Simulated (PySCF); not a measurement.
A made-up structure of CH₄GeS, singlet:

| atom | x (Å) | y (Å) | z (Å) |
| --- | --- | --- | --- |
| C1 | 0.7751 | 0.3345 | 0.4391 |
| S2 | -0.4297 | -1.4659 | 0.7562 |
| Ge3 | -0.7883 | -0.2084 | -0.5476 |
| H4 | -0.6053 | -0.7125 | -1.9592 |
| H5 | -2.0726 | 0.5559 | -0.3322 |
| H6 | 0.6916 | 1.1009 | 1.1666 |
| H7 | 1.7348 | 0.1991 | 0.0099 |

It is relaxed with PBE-D4/def2-SVP and then PBE0-D4/def2-TZVP (PySCF 2.14 with density fitting (its default auxiliary sets; JK sets also for MP2 and CCSD(T))). Atoms count as bonded within 1.22 times the sum of their covalent radii (H–H: 0.88 Å). The end point is not checked to be a true minimum.

Does its bonding change? (Judge from chemistry; the calculation decides.)

The calculation gives: No: no bond forms or breaks.

Where it ends: The first stage lowers the energy by 2.44 eV in 9 steps. It ends as CH₄GeS ([CH2]1[S][GeH2]1):
C1  (0.703, 0.345, 0.362)
S2  (0.139, -1.253, 1.095)
Ge3  (-0.866, -0.261, -0.578)
H4  (-0.715, -0.905, -1.953)
H5  (-2.215, 0.390, -0.283)
H6  (0.608, 1.197, 1.027)
H7  (1.661, 0.287, -0.145)
(Å)

Labels in which every atom is bracketed show which atoms are joined, not bond orders.

For scale, one of the runs: PBE0-D4/def2-TZVP relaxation, 140 basis functions, launched by `OMP_NUM_THREADS=2 python run.py`. The run took 66 s on 2 CPU threads of an Arm Neoverse V1 (shared host), with 1.3 GiB of host memory at its peak.
